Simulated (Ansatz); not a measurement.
This geometry of BrH + CH5B (9 atoms, charge 0, multiplicity 1) is a first-order saddle point.

The calculation used RKS r2SCAN-D4/def2-SVP in Ansatz 0.2.0.

```xyz
9
Properties=species:S:1:pos:R:3
B -0.034 -0.288 0.296
C 0.000 0.082 1.936
H -0.945 0.006 2.494
H 0.836 -0.279 2.553
H 0.186 1.157 1.753
H 1.043 -0.207 -0.231
H -1.053 0.070 -0.232
Br -0.337 -2.604 0.366
H -0.153 -1.298 1.348
```

Which two structures does it join? (They come from a converged band through this point; their orientation in space is the band's.)

Bonds broken: B1–C2, Br8–H9. Bonds formed: B1–Br8, C2–H9. BrH + CH5B becomes BBrH2 + CH4.

First end point:

```xyz
9
Properties=species:S:1:pos:R:3
B 0.015 0.073 0.295
C 0.055 0.363 1.832
H -0.882 0.164 2.376
H 0.909 -0.075 2.372
H 0.203 1.463 1.882
H 1.045 -0.055 -0.329
H -1.015 0.202 -0.329
Br -0.326 -2.756 0.383
H -0.463 -2.738 1.801
```

Last end point:

```xyz
9
Properties=species:S:1:pos:R:3
B -0.110 -0.703 -0.675
C 0.015 0.045 2.604
H -0.939 0.324 3.070
H 0.818 0.083 3.352
H 0.243 0.749 1.792
H 1.012 -0.274 -0.716
H -1.096 -0.017 -0.640
Br -0.341 -2.589 -0.712
H -0.059 -0.977 2.207
```

How far does it lie above each of them?

39.7 kJ/mol above the first and 119.4 kJ/mol above the second. This is the barrier of this one path; another mechanism may lie lower. The orbitals stay closed-shell, which can raise the energy where a bond breaks towards radicals; this wasn't checked here.

Run time: 97 s on 2 threads of Intel(R) Xeon(R) Platinum 8488C (Sapphire Rapids), with other jobs on the host, peak memory 0.16 GiB.
